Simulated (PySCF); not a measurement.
All values below come from PBE-D3(BJ)/def2-TZVP // PBE0-D4/def2-SVP in PySCF. Isolated molecules, 0 K electronic values unless said otherwise. One relaxed conformer stands for a flexible species; it need not be the lowest. Excitations are Tamm–Dancoff values on a coarser integration grid. The basis has no diffuse functions, so Rydberg states are missing or too high.

Reference species (SMILES): `C[O][Sn]([O]C)([O]C)[O]C` (neutral, multiplicity 1).

```
Item                     Result
----------------------  -------
HOMO–LUMO gap           3.69 eV
S1 oscillator strength    0.000
S1 excitation (TDA)     3.80 eV
```

After one change: the HOMO–LUMO gap rises by 0.40 eV; the S1 oscillator strength stays essentially unchanged; the S1 excitation (TDA) increases by 0.45 eV.

**Question.** Which change was made? The new species is one of these.
A) `C[O][Sn]([NH2])([O]C)[O]C`
B) `C[O][Sn]([NH2])([NH2])[O]C`
C) `[NH2][Sn]([NH2])([NH2])[NH2]`

**Answer.** B, `C[O][Sn]([NH2])([NH2])[O]C`
